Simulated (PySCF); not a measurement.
`CS[Si@H](C[SiH3])[SiH2]Cl`: 4 charge schemes on one density

Species: C₂H₁₁ClSSi₃.
Z-matrix (Å and degrees, GFN2-xTB geometry), rows numbered from 1:
```
C 
S   1  1.8206
Si  2  2.1603  1   99.39
C   3  1.8953  2  105.46  1   179.07
Si  4  1.9056  3  116.22  2    67.75
Si  3  2.3271  2  111.60  1    57.66
Cl  6  2.0282  3  109.86  2   -92.31
H   1  1.0848  2  106.81  3   172.07
H   1  1.0861  2  109.82  3   -68.71
H   1  1.0854  2  109.83  3    52.89
H   3  1.4736  2  104.38  1   -64.86
H   4  1.0897  3  108.08  2  -169.73
H   4  1.0900  3  108.72  2   -54.89
H   5  1.4657  4  108.28  3  -179.34
H   5  1.4592  4  110.37  3   -58.94
H   5  1.4652  4  108.34  3    62.46
H   6  1.4642  3  111.91  2   149.92
H   6  1.4655  3  115.77  2    27.05
```

Density: PBE0/pcSseg-1 (PySCF); schemes: Mulliken, IAO, Hirshfeld and ESP-fitted. One conformer (not necessarily the lowest) at the GFN2-xTB geometry, without solvent, vibrations or thermal averaging.

Question: Do the Mulliken, IAO, Hirshfeld and ESP-fitted schemes agree on where the charge is highest?

Answer: All schemes agree: Mulliken Si5 (+0.508); IAO Si5 (+0.613); Hirshfeld Si5 (+0.316); ESP-fitted Si5 (+0.441).

Question: At which atom do the 4 schemes differ most?

Answer: At C4: from -0.863 (Mulliken) to -0.245 e (Hirshfeld), 0.618 e apart.

Question: Give the atomic charges in each scheme.

Answer: In e:

```
atom                  environment  Mulliken     IAO  Hirshfeld  ESP-fitted
  C1              S-methyl carbon    -0.403  -0.496     -0.116      -0.423
  S2    sulfur bonded to C and Si    -0.291  -0.181     -0.097      -0.257
 Si3                  SiH silicon    +0.407  +0.545     +0.246      +0.316
  C4  sp3 carbon bound to silicon    -0.863  -0.813     -0.245      -0.414
 Si5                 SiH3 silicon    +0.508  +0.613     +0.316      +0.441
 Si6       chlorine-bound silicon    +0.408  +0.495     +0.249      +0.202
 Cl7       silicon-bound chlorine    -0.325  -0.319     -0.130      -0.186
  H8              methyl hydrogen    +0.163  +0.173     +0.055      +0.217
  H9              methyl hydrogen    +0.169  +0.154     +0.040      +0.146
 H10              methyl hydrogen    +0.161  +0.157     +0.045      +0.152
 H11                Si–H hydrogen    +0.002  -0.108     -0.076      -0.057
 H12           methylene hydrogen    +0.177  +0.165     +0.044      +0.129
 H13           methylene hydrogen    +0.181  +0.167     +0.043      +0.133
 H14                Si–H hydrogen    -0.081  -0.117     -0.078      -0.117
 H15                Si–H hydrogen    -0.058  -0.109     -0.074      -0.098
 H16                Si–H hydrogen    -0.077  -0.119     -0.077      -0.112
 H17                Si–H hydrogen    -0.046  -0.107     -0.075      -0.042
 H18                Si–H hydrogen    -0.033  -0.101     -0.070      -0.030
```

Mean size of the charges over all atoms: IAO 0.274 e, Mulliken 0.242 e, ESP-fitted 0.193 e, Hirshfeld 0.115 e. Each set sums to the total charge, 0, to within 0.001 e. The Mulliken scheme counts on each atom the diagonal of the density matrix times the overlap matrix over that atom's basis functions. The ESP scheme fits charges at the nuclei, held to the total charge, to the electrostatic potential on points at 1.4 to 2.0 times the van der Waals radii.

Question: How closely do the schemes follow one another over all atoms?

Answer: Correlation coefficient and root-mean-square difference: Mulliken with IAO 0.98, 0.070 e; IAO with Hirshfeld 0.96, 0.214 e; IAO with ESP-fitted 0.96, 0.144 e; Mulliken with ESP-fitted 0.95, 0.128 e; Mulliken with Hirshfeld 0.91, 0.199 e; Hirshfeld with ESP-fitted 0.91, 0.117 e.

Question: Sum the charges by element, for elements with more than one atom.

Answer: 
| element | atoms | Mulliken | IAO | Hirshfeld | ESP-fitted |
| --- | --- | --- | --- | --- | --- |
| C | 2 | -1.266 | -1.309 | -0.362 | -0.838 |
| Si | 3 | +1.323 | +1.653 | +0.812 | +0.959 |
| H | 11 | +0.559 | +0.156 | -0.224 | +0.321 |

Question: How many electrons does the ESP-fitted scheme count on Cl7?

Answer: Z − q = 17 − (-0.186) = 17.186.
